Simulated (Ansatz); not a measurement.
Program: Ansatz. Geometries: PBE0-D4/def2-TZVP. ΔE: electronic, gas phase. CCSD(T)/CBS is the MP2 limit (def2-TZVPP, def2-QZVPP) plus CCSD(T) − MP2 in def2-TZVPP, frozen cores. DFT in def2-TZVPP. B3LYP here is the variant with VWN-RPA as its local correlation; programs differ in this. def2 core potentials past Kr. For In outer-core shells are correlated without core-valence functions, which leaves a few kJ/mol of doubt a bond. One conformer a species, not always the lowest.

Reaction (cleavage of the Si–In bond): `[CH3][In]([SH])[SiH2]O` + `C=C[SiH2]N` → `C=C[SiH2]N[SiH2]O` + `[CH3][InH][SH]`

```tsv
level	ΔE (kcal/mol)	difference from CCSD(T)/CBS
PBE0-D4	-10.9	2.2
B3LYP-D4	-12.5	0.6
ωB97M-V	-14.1	-1.0
B2PLYP	-12.5	0.6
PBE	-8.0	5.1
r2SCAN	-11.9	1.2
PBE0	-9.9	3.2
B3LYP	-10.8	2.3
HF/def2-TZVPP	-16.0	-2.9
SCS-MP2/def2-TZVPP	-14.4	-1.3
CCSD(T)/def2-TZVPP	-13.8	-0.7
HF/def2-QZVPP	-16.3	-3.2
MP2/def2-QZVPP	-13.7	-0.6
SCS-MP2/def2-QZVPP	-14.2	-1.1
MP2/CBS(def2)	-13.3	-0.2
CCSD/CBS(def2)	-13.2	-0.1
CCSD(T)/CBS	-13.1	0
```

Largest T1 diagnostic among the species: 0.013.

From PBE to PBE0 (25 % exact exchange), in def2-TZVPP and without D4, ΔE moves by −2.0 kcal/mol. The D4 term adds −1.6 kcal/mol with B3LYP and −0.9 kcal/mol with PBE0; it sums over pairs of atoms, weighted by their polarisabilities, and B3LYP, whose exchange is more repulsive, gets the larger term. In def2-TZVPP, CCSD(T) changes the Hartree–Fock value by +2.2 kcal/mol (the triples alone add +0.2 kcal/mol) and MP2 by +1.9 kcal/mol.
